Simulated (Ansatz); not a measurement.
Basis-set extrapolation for CH₆BClSi₂, SMILES `ClB[SiH]1C[SiH2]1` (PBE0-D4/def2-TZVP geometry, frozen core, Ansatz 0.2.0). Multiplicity 1, RHF reference.

```
                       def2-TZVPP    def2-QZVPP
                 HF  -1103.444817  -1103.477658
    MP2 correlation     -0.703287     -0.757414
CCSD(T) correlation     -0.803405       not run
```

Energies in hartree. Use E(X) = E(∞) + A·exp(−7.88·√X) for Hartree–Fock and E(X) = E(∞) + B·X^(−2.97) for correlation, with X = 3 and 4, and add CCSD(T) minus MP2 of the smaller set to the MP2 limit.

**Question.** What is the CCSD(T) energy at the basis-set limit?

**Answer.** HF limit: -1103.477658 + (-0.032841) × 0.13774 = -1103.48218. MP2 limit: -0.757414 + (-0.054127) × 0.74074 = -0.79751. Higher-order term: -0.803405 − (-0.703287) = -0.10012. Total: -1104.37981 hartree, 345.5 kJ/mol below CCSD(T)/def2-TZVPP.
